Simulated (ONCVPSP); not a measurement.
# Tc (Z = 43): variants of one ONCV potential

Base potential:

* Element: technetium
* Generator: ONCVPSP 4.0.1
* Type: optimised norm-conserving Vanderbilt (ONCV)
* Functional: PBE
* Relativity: scalar-relativistic
* Frozen core: [Ar] 3d10
* Valence charge: 15
* Reference configuration: 4s2 4p6 4d5 5s1 (charge +1)
* Partial waves: 4s+5s: rc 1.55 bohr, ncon 3, nbas 7, qcut 6.3 1/bohr, 2 projectors; 4p: rc 1.70 bohr, ncon 4, nbas 8, qcut 7.4 1/bohr, 2 projectors, debl 2.1 Ha; 4d: rc 2.25 bohr, ncon 4, nbas 8, qcut 7.9 1/bohr, 2 projectors, debl 0.7 Ha
* Local potential: polynomial inside 1.45 bohr (lpopt 5, dvloc0 0 Ha)
* Core correction: none

All-electron outer shells of the reference configuration (PBE, scalar-relativistic, ld1.x):

```
shell  level (eV)  outermost node (bohr)  outermost maximum (bohr)
   3d     -257.41                      –                      0.31
   4s      -80.94                   0.50                      0.95
   4p      -52.92                   0.51                      1.03
   4d      -14.10                   0.50                      1.27
   5s      -11.39                   1.27                      2.62
```

Cutoffs, loose and tight: the cutoffs (Ha) at which the residual kinetic energy of the hardest occupied pseudo-wave falls to 1 and 0.1 mHa per electron. They do not see the model core or the augmentation charge, which bear on the density cutoff. Test errors are all-electron minus pseudo excitation energies from the reference, over the configurations 4s2 4p6 4d5 5s2; 4s2 4p6 4d5 5s0; 4s2 4p6 4d4 5s0; 4s2 4p6 4d5 5s1 5p1. A dash means not determined; rows that change the core or the reference have their own tests.

| change | outcome | cutoff, loose | cutoff, tight | bound ghosts | GHOST(+) flags above zero | largest test error (meV) |
| --- | --- | --- | --- | --- | --- | --- |
| base | generated | 19 Ha | 22 Ha | none | none | -3.0 |
| core correction Teter function, fcfact 4, rcfact 1.6 | generated | 19 Ha | 22 Ha | none | none | -4.1 |
| d: rc 3.08 | failed: ERROR pspot: first pseudo wave function has node, program will stop | – | – | – | – | – |
| functional PBEsol | generated | 19 Ha | 22 Ha | none | none | -2.9 |
| s: rc 1.72 | generated | 19 Ha | 22 Ha | none | none | -3.4 |
| d: debl 0.8 | generated | 19 Ha | 22 Ha | none | none | -3.0 |
| local potential polynomial inside 1.45 bohr (lpopt 5, dvloc0 8 Ha) | generated | 19 Ha | 22 Ha | none | none | -3.0 |
